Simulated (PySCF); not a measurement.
A run for PySCF: R-B3LYP/LANL2DZ on GaH4N (SMILES [NH2][GaH2]), a point of a bond scan (R = 3.592 Å).

```python
from pyscf import gto, scf, dft, mp
from pyscf.data.elements import chemcore

mol = gto.M(
    atom='''
    Ga    0.00714879   -0.17519761   -0.34209661
    H    -2.98000034    0.05084554   -2.32354521
    H     1.33185945   -0.90944633   -0.72241143
    N    -0.02676587    0.65595973    1.28084855
    H    -0.82046562    1.16143064    1.63887754
    H     0.74596657    0.66434142    1.92618506
    ''',
    basis='lanl2dz',
    ecp={'Ga': 'lanl2dz'},
    charge=0, spin=0, verbose=3, max_memory=1800)
mf = dft.RKS(mol, xc='b3lyp')
mf.conv_tol = 1e-8
mf.max_cycle = 100
mf.kernel()
if not mf.converged:
    mf = mf.newton().run(mf.mo_coeff, mf.mo_occ)
```

It printed:

```
converged SCF energy = -59.0707370537744
```

The calculation finished and met its thresholds.

Cost: very roughly 4 core-seconds.
